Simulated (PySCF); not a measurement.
HSSi (SMILES [Si]=[SH+]), charge +1, singlet, at a GFN2-xTB geometry; PBE/3-21G run with PySCF.

The PySCF input:
```python
from pyscf import gto, scf, dft

mol = gto.Mole()
mol.atom = '''
    Si    1.027866   -0.533740   -0.010030
    S    -0.799870    0.503460    0.011808
    H    -1.592194   -0.582992   -0.048500
'''
mol.basis = '3-21g'
mol.charge = 1
mol.spin = 0
mol.verbose = 4
mol.build()

mf = dft.RKS(mol)
mf.xc = 'pbe'
mf.kernel()
mf.analyze()
```

What the program printed (banner, timings and long lists left out):

```
PySCF version 2.14.0

[INPUT] verbose = 4
[INPUT] num. atoms = 3
[INPUT] num. electrons = 30
[INPUT] charge = 1
[INPUT] spin (= nelec alpha-beta = 2S) = 0
[INPUT] symmetry False subgroup None
[INPUT] Mole.unit = angstrom
[INPUT] Symbol           X                Y                Z      unit          X                Y                Z       unit  Magmom
[...]
nuclear repulsion = 65.5186241405689
number of shells = 16
number of NR pGTOs = 57
number of NR cGTOs = 28
basis = 3-21g
ecp = {}

******** <class 'pyscf.dft.rks.RKS'> ********
method = RKS
initial guess = minao
damping factor = 0
level_shift factor = 0
DIIS = <class 'pyscf.scf.diis.CDIIS'>
diis_start_cycle = 1
diis_space = 8
diis_damp = 0
SCF conv_tol = 1e-09
SCF conv_tol_grad = None
SCF max_cycles = 50
direct_scf = True
direct_scf_tol = 1e-13
XC library pyscf.dft.libxc version 7.1.2
    S. Lehtola, C. Steigemann, M. J. T. Oliveira, and M. A. L. Marques,  SoftwareX 7, 1–5 (2018)
XC functionals = pbe
    J. P. Perdew, K. Burke, and M. Ernzerhof,  Phys. Rev. Lett. 77, 3865 (1996)
    J. P. Perdew, K. Burke, and M. Ernzerhof,  Phys. Rev. Lett. 78, 1396 (1997)
    J. P. Perdew, K. Burke, and M. Ernzerhof,  Phys. Rev. Lett. 77, 3865 (1996)
    J. P. Perdew, K. Burke, and M. Ernzerhof,  Phys. Rev. Lett. 78, 1396 (1997)
radial grids:
    Treutler-Ahlrichs [JCP 102, 346 (1995); DOI:10.1063/1.469408] (M4) radial grids

becke partition: Becke, JCP 88, 2547 (1988); DOI:10.1063/1.454033
pruning grids: <function nwchem_prune>
grids dens level: 3
symmetrized grids: False
atomic radii adjust function: <function treutler_atomic_radii_adjust>
small_rho_cutoff = 0
Set gradient conv threshold to 3.16228e-05
Initial guess from minao.
tot grids = 47872
init E= -684.049098295479
[...]
cycle= 1 E= -684.041827112633  delta_E= 0.00727  |g|= 0.349  |ddm|= 1.82
[...]
cycle= 2 E= -682.70069139004  delta_E= 1.34  |g|= 1.85  |ddm|= 2.37
[...]
cycle= 3 E= -684.104995570571  delta_E= -1.4  |g|= 0.0896  |ddm|= 1.87
[...]
cycle= 4 E= -684.107904050795  delta_E= -0.00291  |g|= 0.0329  |ddm|= 0.145
[...]
cycle= 5 E= -684.108422997511  delta_E= -0.000519  |g|= 0.00784  |ddm|= 0.0514
[...]
cycle= 6 E= -684.108448211403  delta_E= -2.52e-05  |g|= 0.00222  |ddm|= 0.0157
[...]
cycle= 7 E= -684.108452722077  delta_E= -4.51e-06  |g|= 0.000167  |ddm|= 0.00675
[...]
cycle= 8 E= -684.108452734841  delta_E= -1.28e-08  |g|= 4.25e-05  |ddm|= 0.000369
[...]
cycle= 9 E= -684.108452736021  delta_E= -1.18e-09  |g|= 4.85e-06  |ddm|= 0.000113
[...]
cycle= 10 E= -684.108452736031  delta_E= -1.07e-11  |g|= 9.59e-07  |ddm|= 1.12e-05
[...]
Extra cycle  E= -684.108452736028  delta_E= 3.64e-12  |g|= 3.15e-06  |ddm|= 6.77e-06
converged SCF energy = -684.108452736028
**** SCF Summaries ****
Total Energy =                        -684.108452736027857
Nuclear Repulsion Energy =              65.518624140568875
One-electron Energy =                -1069.244052142533292
Two-electron Energy =                  319.616975265936674
Two-electron Coulomb Energy =          365.808414834469204
DFT Exchange-Correlation Energy =      -46.191439568532530
HOMO-LUMO gap [eV] =                     2.875076670312037
**** MO energy ****
[...]
 ** Mulliken pop on meta-lowdin orthogonal AOs  **
 ** Mulliken pop  **
[...]
 ** Mulliken atomic charges  **
charge of    0Si =      0.74221
charge of    1S =      0.07995
charge of    2H =      0.17784

WARN: System has nonzero charge 1; the dipole moment is origin-dependent.
Location of origin: [0. 0. 0.]

Dipole moment(X, Y, Z, Debye):  1.61112, -2.73521, -0.10196
```
